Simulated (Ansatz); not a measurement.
Ansatz (a quantum-chemistry and plane-wave program) input (B3LYP/6-31G*):

Ansatz 0.2 input:
```yaml
crystal:
  periodic: [false, false, false]
  atoms:
    - {symbol: C, position_ang: [-1.62223787, 0.41726030, -0.40071033]}
    - {symbol: N, position_ang: [-0.49003513, 0.23883920, 0.50179960]}
    - {symbol: Si, position_ang: [1.07320946, -0.30606222, -0.00930261]}
    - {symbol: H, position_ang: [-2.16290519, -0.51477762, -0.63086117]}
    - {symbol: H, position_ang: [-1.26808562, 0.83714835, -1.34897421]}
    - {symbol: H, position_ang: [-2.34156546, 1.13044574, 0.02027133]}
    - {symbol: H, position_ang: [-0.76936175, 0.00136318, 1.44663154]}
    - {symbol: H, position_ang: [1.15256012, -1.70558195, -0.53871100]}
    - {symbol: H, position_ang: [1.55594331, 0.58542228, -1.09945696]}
    - {symbol: H, position_ang: [1.97215543, -0.22458526, 1.17300182]}
basis:
  gaussian:
    orbitals: 6-31G*
hamiltonian:
  xc: {name: B3LYP}
phonons: {temperatures: {t_min: 298.15, t_max: 298.15, t_step: 100}}
```

Output:

```
Functional definition: B3LYP
integrals: 0.02 GiB planned
739 factors; integrals over basis functions are off by at most 6.3e-4 eV
mean field: 0.19 GiB planned
mean field evaluation 1: about -10513.2338 eV, gradient 5.2e1 eV
mean field evaluation 2: about -10504.0222 eV, gradient 8.1e1 eV
mean field evaluation 4: about -10518.9719 eV, gradient 3.5e0 eV
mean field evaluation 8: about -10519.0078 eV, gradient 1.9e-2 eV
mean field -10519.00783650 eV, -386.5664079518 hartree, gradient 2.1e-5 eV, S^2 0.000000; 0 other end points of the search recorded, 0 dependent functions left out
the calculation of the forces begins
reference -10519.00805425 eV, -386.5664159538 hartree; 17, 17 occupied and 46, 46 virtual orbitals, 739 factors
these checks for a lower state are left out or cut short: stability, starts, cluster_reference, orbital_swaps, neighbouring_geometries, increment
integrals: 0.02 GiB planned
739 factors; integrals over basis functions are off by at most 6.3e-4 eV
mean field: 0.19 GiB planned
mean field evaluation 16: about -10519.0076 eV, gradient 1.4e-1 eV
mean field -10519.00767787 eV, -386.5664021221 hartree, gradient 2.6e-6 eV, S^2 0.000000; 0 other end points of the search recorded, 0 dependent functions left out
the calculation of the forces begins
reference -10519.00789566 eV, -386.5664101260 hartree; 17, 17 occupied and 46, 46 virtual orbitals, 739 factors
these checks for a lower state are left out or cut short: stability, starts, cluster_reference, orbital_swaps, neighbouring_geometries, increment
integrals: 0.02 GiB planned
739 factors; integrals over basis functions are off by at most 6.3e-4 eV
mean field: 0.19 GiB planned
mean field -10519.00767465 eV, -386.5664020039 hartree, gradient 1.7e-6 eV, S^2 0.000000; 0 other end points of the search recorded, 0 dependent functions left out
the calculation of the forces begins
reference -10519.00789234 eV, -386.5664100040 hartree; 17, 17 occupied and 46, 46 virtual orbitals, 739 factors
these checks for a lower state are left out or cut short: stability, starts, cluster_reference, orbital_swaps, neighbouring_geometries, increment
integrals: 0.02 GiB planned
739 factors; integrals over basis functions are off by at most 6.3e-4 eV
mean field: 0.19 GiB planned
mean field evaluation 32: about -10519.0077 eV, gradient 1.5e-6 eV
mean field -10519.00766778 eV, -386.5664017515 hartree, gradient 1.5e-6 eV, S^2 0.000000; 0 other end points of the search recorded, 0 dependent functions left out
the calculation of the forces begins
reference -10519.00788552 eV, -386.5664097532 hartree; 17, 17 occupied and 46, 46 virtual orbitals, 739 factors
these checks for a lower state are left out or cut short: stability, starts, cluster_reference, orbital_swaps, neighbouring_geometries, increment
integrals: 0.02 GiB planned
739 factors; integrals over basis functions are off by at most 6.3e-4 eV
mean field: 0.19 GiB planned
mean field -10519.00766793 eV, -386.5664017571 hartree, gradient 1.7e-6 eV, S^2 0.000000; 0 other end points of the search recorded, 0 dependent functions left out
the calculation of the forces begins
reference -10519.00788569 eV, -386.5664097594 hartree; 17, 17 occupied and 46, 46 virtual orbitals, 739 factors
these checks for a lower state are left out or cut short: stability, starts, cluster_reference, orbital_swaps, neighbouring_geometries, increment
integrals: 0.02 GiB planned
739 factors; integrals over basis functions are off by at most 6.3e-4 eV
mean field: 0.19 GiB planned
mean field -10519.00766961 eV, -386.5664018187 hartree, gradient 2.0e-6 eV, S^2 0.000000; 0 other end points of the search recorded, 0 dependent functions left out
the calculation of the forces begins
reference -10519.00788737 eV, -386.5664098214 hartree; 17, 17 occupied and 46, 46 virtual orbitals, 739 factors
these checks for a lower state are left out or cut short: stability, starts, cluster_reference, orbital_swaps, neighbouring_geometries, increment
integrals: 0.02 GiB planned
739 factors; integrals over basis functions are off by at most 6.3e-4 eV
mean field: 0.19 GiB planned
mean field -10519.00766669 eV, -386.5664017115 hartree, gradient 1.1e-6 eV, S^2 0.000000; 0 other end points of the search recorded, 0 dependent functions left out
the calculation of the forces begins
reference -10519.00788442 eV, -386.5664097129 hartree; 17, 17 occupied and 46, 46 virtual orbitals, 739 factors
these checks for a lower state are left out or cut short: stability, starts, cluster_reference, orbital_swaps, neighbouring_geometries, increment
integrals: 0.02 GiB planned
739 factors; integrals over basis functions are off by at most 6.3e-4 eV
mean field: 0.19 GiB planned
mean field -10519.00767749 eV, -386.5664021084 hartree, gradient 2.0e-6 eV, S^2 0.000000; 0 other end points of the search recorded, 0 dependent functions left out
[...]
reference -10519.00804102 eV, -386.5664154678 hartree; 17, 17 occupied and 46, 46 virtual orbitals, 739 factors
these checks for a lower state are left out or cut short: stability, starts, cluster_reference, orbital_swaps, neighbouring_geometries, increment
integrals: 0.02 GiB planned
739 factors; integrals over basis functions are off by at most 6.3e-4 eV
mean field: 0.19 GiB planned
mean field -10519.00782473 eV, -386.5664075192 hartree, gradient 1.8e-6 eV, S^2 0.000000; 0 other end points of the search recorded, 0 dependent functions left out
the calculation of the forces begins
reference -10519.00804248 eV, -386.5664155216 hartree; 17, 17 occupied and 46, 46 virtual orbitals, 739 factors
these checks for a lower state are left out or cut short: stability, starts, cluster_reference, orbital_swaps, neighbouring_geometries, increment
integrals: 0.02 GiB planned
739 factors; integrals over basis functions are off by at most 6.3e-4 eV
mean field: 0.19 GiB planned
mean field -10519.00782485 eV, -386.5664075237 hartree, gradient 1.6e-6 eV, S^2 0.000000; 0 other end points of the search recorded, 0 dependent functions left out
the calculation of the forces begins
reference -10519.00804258 eV, -386.5664155252 hartree; 17, 17 occupied and 46, 46 virtual orbitals, 739 factors
these checks for a lower state are left out or cut short: stability, starts, cluster_reference, orbital_swaps, neighbouring_geometries, increment
integrals: 0.02 GiB planned
739 factors; integrals over basis functions are off by at most 6.3e-4 eV
mean field: 0.19 GiB planned
mean field evaluation 320: about -10519.0078 eV, gradient 1.8e-6 eV
mean field -10519.00781119 eV, -386.5664070218 hartree, gradient 1.8e-6 eV, S^2 0.000000; 0 other end points of the search recorded, 0 dependent functions left out
the calculation of the forces begins
reference -10519.00802895 eV, -386.5664150244 hartree; 17, 17 occupied and 46, 46 virtual orbitals, 739 factors
these checks for a lower state are left out or cut short: stability, starts, cluster_reference, orbital_swaps, neighbouring_geometries, increment
integrals: 0.02 GiB planned
739 factors; integrals over basis functions are off by at most 6.3e-4 eV
mean field: 0.19 GiB planned
mean field -10519.00781121 eV, -386.5664070224 hartree, gradient 1.7e-6 eV, S^2 0.000000; 0 other end points of the search recorded, 0 dependent functions left out
the calculation of the forces begins
reference -10519.00802894 eV, -386.5664150238 hartree; 17, 17 occupied and 46, 46 virtual orbitals, 739 factors
these checks for a lower state are left out or cut short: stability, starts, cluster_reference, orbital_swaps, neighbouring_geometries, increment
integrals: 0.02 GiB planned
739 factors; integrals over basis functions are off by at most 6.3e-4 eV
mean field: 0.19 GiB planned
mean field -10519.00780309 eV, -386.5664067238 hartree, gradient 2.4e-6 eV, S^2 0.000000; 0 other end points of the search recorded, 0 dependent functions left out
the calculation of the forces begins
reference -10519.00802082 eV, -386.5664147255 hartree; 17, 17 occupied and 46, 46 virtual orbitals, 739 factors
these checks for a lower state are left out or cut short: stability, starts, cluster_reference, orbital_swaps, neighbouring_geometries, increment
integrals: 0.02 GiB planned
739 factors; integrals over basis functions are off by at most 6.3e-4 eV
mean field: 0.19 GiB planned
mean field -10519.00780386 eV, -386.5664067521 hartree, gradient 3.0e-6 eV, S^2 0.000000; 0 other end points of the search recorded, 0 dependent functions left out
the calculation of the forces begins
reference -10519.00802161 eV, -386.5664147544 hartree; 17, 17 occupied and 46, 46 virtual orbitals, 739 factors
these checks for a lower state are left out or cut short: stability, starts, cluster_reference, orbital_swaps, neighbouring_geometries, increment
integrals: 0.02 GiB planned
739 factors; integrals over basis functions are off by at most 6.3e-4 eV
mean field: 0.19 GiB planned
mean field -10519.00781083 eV, -386.5664070086 hartree, gradient 2.9e-6 eV, S^2 0.000000; 0 other end points of the search recorded, 0 dependent functions left out
the calculation of the forces begins
reference -10519.00802860 eV, -386.5664150112 hartree; 17, 17 occupied and 46, 46 virtual orbitals, 739 factors
these checks for a lower state are left out or cut short: stability, starts, cluster_reference, orbital_swaps, neighbouring_geometries, increment
integrals: 0.02 GiB planned
739 factors; integrals over basis functions are off by at most 6.3e-4 eV
mean field: 0.19 GiB planned
mean field -10519.00781196 eV, -386.5664070499 hartree, gradient 2.5e-6 eV, S^2 0.000000; 0 other end points of the search recorded, 0 dependent functions left out
the calculation of the forces begins
reference -10519.00802968 eV, -386.5664150512 hartree; 17, 17 occupied and 46, 46 virtual orbitals, 739 factors
these checks for a lower state are left out or cut short: stability, starts, cluster_reference, orbital_swaps, neighbouring_geometries, increment
integrals: 0.02 GiB planned
739 factors; integrals over basis functions are off by at most 6.3e-4 eV
mean field: 0.19 GiB planned
mean field evaluation 352: about -10519.0078 eV, gradient 2.5e-2 eV
mean field -10519.00782910 eV, -386.5664076800 hartree, gradient 7.8e-7 eV, S^2 0.000000; 0 other end points of the search recorded, 0 dependent functions left out
the calculation of the forces begins
reference -10519.00804687 eV, -386.5664156826 hartree; 17, 17 occupied and 46, 46 virtual orbitals, 739 factors
these checks for a lower state are left out or cut short: stability, starts, cluster_reference, orbital_swaps, neighbouring_geometries, increment
integrals: 0.02 GiB planned
739 factors; integrals over basis functions are off by at most 6.3e-4 eV
mean field: 0.19 GiB planned
mean field -10519.00783012 eV, -386.5664077173 hartree, gradient 7.2e-7 eV, S^2 0.000000; 0 other end points of the search recorded, 0 dependent functions left out
the calculation of the forces begins
reference -10519.00804785 eV, -386.5664157186 hartree; 17, 17 occupied and 46, 46 virtual orbitals, 739 factors
these checks for a lower state are left out or cut short: stability, starts, cluster_reference, orbital_swaps, neighbouring_geometries, increment
integrals: 0.02 GiB planned
739 factors; integrals over basis functions are off by at most 6.3e-4 eV
mean field: 0.19 GiB planned
mean field -10519.00779843 eV, -386.5664065529 hartree, gradient 1.9e-6 eV, S^2 0.000000; 0 other end points of the search recorded, 0 dependent functions left out
the calculation of the forces begins
reference -10519.00801621 eV, -386.5664145558 hartree; 17, 17 occupied and 46, 46 virtual orbitals, 739 factors
these checks for a lower state are left out or cut short: stability, starts, cluster_reference, orbital_swaps, neighbouring_geometries, increment
integrals: 0.02 GiB planned
739 factors; integrals over basis functions are off by at most 6.3e-4 eV
mean field: 0.19 GiB planned
mean field -10519.00779797 eV, -386.5664065357 hartree, gradient 1.9e-6 eV, S^2 0.000000; 0 other end points of the search recorded, 0 dependent functions left out
the calculation of the forces begins
reference -10519.00801569 eV, -386.5664145368 hartree; 17, 17 occupied and 46, 46 virtual orbitals, 739 factors
Total energy: -10519.00805425 eV, -386.5664159538 hartree
Atom 0 at    -1.622238     0.417260    -0.400710 Å, force     0.000666    -0.000121     0.000487 eV/Å
Atom 1 at    -0.490035     0.238839     0.501800 Å, force     0.000980    -0.000244    -0.000746 eV/Å
Atom 2 at     1.073209    -0.306062    -0.009303 Å, force    -0.000279     0.000613    -0.000057 eV/Å
Atom 3 at    -2.162905    -0.514778    -0.630861 Å, force    -0.000109    -0.000019    -0.000104 eV/Å
Atom 4 at    -1.268086     0.837148    -1.348974 Å, force    -0.000236     0.000152    -0.000220 eV/Å
Atom 5 at    -2.341565     1.130446     0.020271 Å, force    -0.000173    -0.000072    -0.000010 eV/Å
Atom 6 at    -0.769362     0.001363     1.446632 Å, force    -0.000395    -0.000091     0.000466 eV/Å
Atom 7 at     1.152560    -1.705582    -0.538711 Å, force    -0.000201    -0.000003     0.000257 eV/Å
Atom 8 at     1.555943     0.585422    -1.099457 Å, force    -0.000020    -0.000012    -0.000131 eV/Å
Atom 9 at     1.972155    -0.224585     1.173002 Å, force    -0.000233    -0.000201     0.000060 eV/Å
Dipole moment:    -0.246076    -0.041703     0.081137 e Å
Vibrations: 134.82 144.72 246.03 449.47 687.77 702.25 793.56 917.32 983.66 1011.52 1116.85 1141.24 1157.98 1427.80 1491.92 1522.43 1548.44 2181.60 2240.54 2252.31 2997.13 3066.64 3107.24 3575.15 cm⁻¹, zero-point energy 2.163425 eV
```

The blocks after the first are displaced geometries, from whose forces the wavenumbers follow.
